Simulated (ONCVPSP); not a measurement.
# iridium (Ir): one change to an ONCV potential, before and after

```json
{
  "Element": "Ir (Z = 77)",
  "Generator": "ONCVPSP 4.0.1",
  "Type": "optimised norm-conserving Vanderbilt (ONCV)",
  "Functional": "PW91",
  "Relativity": "fully relativistic",
  "Frozen core": "[Kr] 4d10 4f14",
  "Valence charge": "17",
  "Reference configuration": "5s2 5p6 5d7 6s1 (charge +1)",
  "Partial waves": "5s+6s: rc 1.55 bohr, ncon 4, nbas 8, qcut 6.1 1/bohr, 2 projectors; 5p: rc 1.70 bohr, ncon 3, nbas 6, qcut 6.7 1/bohr, 2 projectors, debl 3.4 Ha; 5d: rc 1.75 bohr, ncon 4, nbas 9, qcut 10 1/bohr, 2 projectors, debl 0.4 Ha",
  "Local potential": "polynomial inside 1.15 bohr (lpopt 3, dvloc0 6 Ha)",
  "Core correction": "Teter function, fcfact 4, rcfact 1.7"
}
```

Open shells are filled in proportion to 2j + 1.

In the d channel the program set the typed energies aside and used -0.547, 0.250 Ha (j = l + 1/2; the other j can differ).

Change: functional PBE. In the d channel the program set the typed energies aside and used -0.545, 0.250 Ha (j = l + 1/2; the other j can differ).

Cutoffs: the cutoffs (Ha) at which the residual kinetic energy of the hardest occupied pseudo-wave falls to 1 and 0.1 mHa per electron; they do not see the model core or the augmentation charge, which bear on the density cutoff. Errors are all-electron minus pseudo energies relative to the spin-unpolarised reference configuration.

Problem. Predict the effect on cutoff, ghosts and configuration errors.

Solution. The potential gets neither clearly harder nor softer (19 Ha and 64 Ha → 19 Ha and 64 Ha); of the 4 tests that both files solve, the error grows in 3 and shrinks in 0 by more than 15 % and 0.3 meV (median size 5.6 → 7.0 meV); neither file shows a bound ghost.

```csv
quantity,base,changed
"cutoff, loose",19 Ha,19 Ha
"cutoff, tight",64 Ha,64 Ha
loose cutoff by channel,"s 17 Ha, p 16 Ha, d 19 Ha","s 17 Ha, p 16 Ha, d 19 Ha"
bound ghosts,none,none
GHOST(+) flags under 300 eV,none,none
"error for 5s2 5p6 5d7 6s2, meV [ΔE -9.96 → -9.89 eV]",-4.1,-4.9
"error for 5s2 5p6 5d7 6s0, meV [ΔE 17.56 → 17.47 eV]",-7.1,-9.2
"error for 5s2 5p6 5d6 6s0, meV [ΔE 48.18 → 48.01 eV]",-18,-26
"error for 5s2 5p6 5d7 6s0 6p2, meV [ΔE 0.99 → 1.00 eV]",-4.1,-4.6
s: phases at 1.58 bohr within 0.05 rad from the reference energy up to (Ha; the scan ends near 5),to the end of the scan,to the end of the scan
p3/2: phases at 1.73 bohr within 0.05 rad from the reference energy up to (Ha; the scan ends near 5),to the end of the scan,to the end of the scan
p1/2: phases at 1.73 bohr within 0.05 rad from the reference energy up to (Ha; the scan ends near 5),to the end of the scan,to the end of the scan
d5/2: phases at 1.78 bohr within 0.05 rad from the reference energy up to (Ha; the scan ends near 5),to the end of the scan,to the end of the scan
d3/2: phases at 1.78 bohr within 0.05 rad from the reference energy up to (Ha; the scan ends near 5),to the end of the scan,to the end of the scan
"rms error of d²Exc/dni dnj with the model core, mHa",2.05,1.99
```

Base: These tests converged, but a pseudo level misses the all-electron one widely, so the file describes the atom poorly there or has found another state: 5s2 5p6 5d7 6s0 6p2: empty 6s by 12.9 eV. Changed file: These tests converged, but a pseudo level misses the all-electron one widely, so the file describes the atom poorly there or has found another state: 5s2 5p6 5d7 6s0 6p2: empty 6s by 12.8 eV.
